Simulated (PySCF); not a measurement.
SMILES C([Si](C)(C)C)[SiH2]Cl, singlet, GFN2-xTB optimised geometry.

```
20

Si    -0.84     2.11    -1.62
Cl     1.08     2.24    -2.23
C     -0.96     1.13     0.00
Si    -0.30    -0.67     0.00
C     -0.94    -1.53     1.58
C     -0.95    -1.59    -1.53
C      1.61    -0.67     0.00
H     -1.32     3.48    -1.44
H     -1.59     1.47    -2.70
H     -0.43     1.68     0.78
H     -2.00     1.12     0.30
H     -2.02    -1.58     1.60
H     -0.57    -2.55     1.65
H     -0.62    -1.01     2.48
H     -0.53    -1.19    -2.45
H     -0.70    -2.65    -1.50
H     -2.03    -1.52    -1.61
H      2.00    -0.15    -0.86
H      2.00    -0.19     0.89
H      2.00    -1.68    -0.02
```

Density from PySCF with B3LYP/def2-SVP at that geometry.

Minimum of the electron density along straight lines between bonded atoms, close to the bond critical point (lines longer than 1.1 times the sum of covalent radii, or with two minima, are not listed):

```csv
bond,length / Å,ρ at the minimum / e bohr⁻³,∇²ρ there / e bohr⁻⁵,position (fraction from the first atom)
Si1–Cl2,2.021,[?],0.33,0.37
Si1–C3,1.893,0.113,0.30,0.38
C3–Si4,1.922,0.105,0.30,0.62
Si4–C5,1.909,0.110,0.31,0.38
Si4–C6,1.906,0.110,0.32,0.38
Si4–C7,1.904,0.111,0.32,0.38
Si1–H8,1.465,0.119,0.33,0.49
Si1–H9,1.462,0.119,0.34,0.49
C3–H10,1.091,0.267,-0.92,0.62
C3–H11,1.090,0.267,-0.91,0.62
C5–H12,1.086,0.272,-0.97,0.62
C5–H13,1.085,0.272,-0.97,0.62
C5–H14,1.086,0.272,-0.97,0.62
C6–H15,1.086,0.273,-0.97,0.62
C6–H16,1.086,0.272,-0.97,0.62
C6–H17,1.086,0.272,-0.97,0.62
C7–H18,1.085,0.274,-0.99,0.63
C7–H19,1.086,0.272,-0.97,0.62
C7–H20,1.086,0.272,-0.97,0.62
```

Question: Some entries are withheld; supply them.

Answer: 
- Si1–Cl2, ρ at the minimum / e bohr⁻³: 0.096
